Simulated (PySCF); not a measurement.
# Computed properties of CH10Si4, SMILES [SiH3][Si@@H]1C[SiH2][SiH2]1

CH₁₀Si₄, SMILES [SiH3][Si@@H]1C[SiH2][SiH2]1. Geometry optimised at ωB97X-D3(BJ)/def2-SVP. The structure was generated by enumeration; whether it is a known compound was not checked. One conformer was computed; it need not be the lowest. All values are computed for the isolated molecule unless a solvent is named; none is compared with measurement here.

**Structure.** All 39 harmonic modes at ωB97X-D3(BJ)/def2-SVP (PySCF) are real, so it is a minimum. With heavy atoms numbered as in [SiH3:1][Si@@H:2]1[CH2:3][SiH2:4][SiH2:5]1, the shortest bond between them is C3–Si4 at 1.904 Å and the longest Si2–Si5 at 2.346 Å.

**Vibrations.** The strongest infrared lines (harmonic, unscaled, degenerate partners summed) lie at 896 cm⁻¹ (268 km/mol, H 89 %, Si 11 %), 2245 cm⁻¹ (229 km/mol, H 96 %), 2237 cm⁻¹ (195 km/mol, H 98 %). The softest mode is at 65 cm⁻¹ and the zero-point energy is 60.4 kcal/mol.

**Electronic structure.** HF/def2-TZVP (PySCF) places the frontier levels at -9.28 and 2.33 eV, a gap of 11.61 eV, and gives a dipole moment of 0.40 D and a mean polarisability of 119.8 bohr³. PBE/def2-TZVP (PySCF) at the same geometry gives -6.09 and -1.41 eV, so its gap is 6.93 eV narrower. An orbital gap is neither the optical nor the fundamental gap.

**Excitations.** TDA-ωB97X/def2-SVPD (PySCF) has S1 at 5.72 eV (217 nm, f = 0.019, weak); the most intense of the 10 singlets computed lies at 7.38 eV (f = 0.20). T1 (TDA) is at 5.07 eV, 0.65 eV under S1. TDA-PBE/def2-SVPD (PySCF) puts S1 at 4.96 eV. No vertical singlet excitation falls in the visible range (under 3.1 eV).

**NMR.** GIAO shifts at HF/pcSseg-1 (PySCF) (non-relativistic, atoms alike by connectivity averaged): ¹³C at -10.2 ppm against TMS; ¹H from 0.2 to 4.6 ppm against TMS; ²⁹Si from -88.7 to -47.4 ppm against TMS.

**Solvation.** SMD-M06-2X/def2-SVP (PySCF) gives 4.1 kcal/mol in water, -0.8 kcal/mol in 1-octanol, -1.2 kcal/mol in toluene (1 M in both phases, gas-phase geometry).
